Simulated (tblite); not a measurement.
Compound: C4H8OPSi (doublet state).
SMILES with atom numbers: `[O:1]=[CH:2][CH2:3]/[CH:4]=[C:5]\[SiH2:6][PH2:7]` (hydrogens: H8 on C2; H9, H10 on C3; H11 on C4; H12, H13 on Si6; H14, H15 on P7)

Structure optimised with GFN2-xTB, isolated species. This method treats the open shell by occupation alone, without spin polarisation.

Question: List the bond lengths, angles and torsions at this level.

Answer: 
| bond | length (Å) | order |
| --- | --- | --- |
| O1=C2 | 1.197 | double |
| C2–C3 | 1.502 | single |
| C3–C4 | 1.516 | single |
| C4=C5 | 1.297 | double |
| C5–Si6 | 1.825 | single |
| Si6–P7 | 2.279 | single |
| C2–H8 | 1.109 | single |
| C3–H9, C3–H10 | 1.094 | single |
| C4–H11 | 1.087 | single |
| Si6–H12, Si6–H13 | 1.466 | single |
| P7–H14, P7–H15 | 1.383 | single |

Bonds in one row agree within 0.01 Å and their mean is given. Orders are formal, as drawn. A selection of angles:
| angle | degrees |
| --- | --- |
| O1–C2–C3 | 126.0 |
| O1–C2–H8 | 121.2 |
| C3–C2–H8 | 112.8 |
| C2–C3–C4 | 112.3 |
| C2–C3–H9 | 110.4 |
| C2–C3–H10 | 106.8 |
| C4–C3–H9 | 110.8 |
| C4–C3–H10 | 108.8 |
| H9–C3–H10 | 107.7 |
| C3–C4–C5 | 125.0 |
| C3–C4–H11 | 113.1 |
| C5–C4–H11 | 121.9 |
| C4–C5–Si6 | 148.9 |
| C5–Si6–P7 | 108.4 |
| C5–Si6–H12 | 112.3 |
| C5–Si6–H13 | 109.3 |
| P7–Si6–H12 | 105.7 |
| P7–Si6–H13 | 109.5 |
| H12–Si6–H13 | 111.6 |
| Si6–P7–H14 | 94.9 |
| H14–P7–H15 | 92.0 |

Torsions: O1–C2–C3–C4 20° (synperiplanar); C2–C3–C4–C5 132° (anticlinal); C3–C4–C5–Si6 -1° (synperiplanar); C4–C5–Si6–P7 -15° (synperiplanar). The mirror-image conformer, all signs reversed, is as good.

Of the pairs four or more bonds apart, P7···H9 is among the closest relative to their van der Waals radii: 2.86 Å, 95 % of the sum of Bondi's values. Si6 (silicon bonded to C, P and 2 H) is distorted tetrahedral (angles from 105.7° to 112.3°). C5 (carbon bonded to C and Si) is bent (angle 148.9°). The C–C distances run from 1.297 Å (C4=C5, drawn double) to 1.516 Å (C3–C4, drawn single), a spread of 0.219 Å. C2 (carbon bonded to C, O and H) is planar (angles 126.0°, 121.2° and 112.8°, sum 360.0°, 0.00 Å off the plane of its three neighbours). C4 (carbon bonded to 2 C and H) is planar (angles 125.0°, 121.9° and 113.1°, sum 360.0°, 0.01 Å off the plane of its three neighbours). P7 (phosphorus bonded to Si and 2 H) is pyramidal (angles 94.9°, 94.6° and 92.0°, sum 281.5°, 0.84 Å off the plane of its three neighbours).

Point group: C1 (no symmetry element, even within 0.4 Å). Its GFN2-xTB frequencies are all real (lowest 23 cm⁻¹). Torsions: O1–C2–C3–C4 20°, C2–C3–C4–C5 132°, C4–C5–Si6–P7 -15°, C5–Si6–P7–H -156° and -64°. 3 starts were optimised and ended at 0.00, 0.60 and 1.56 kcal/mol (GFN2-xTB); the lowest of these is shown.

The run took 1.1 s on one thread of an Arm Neoverse V1 (shared host). That covers the optimisation of the geometry.

These are computed values.
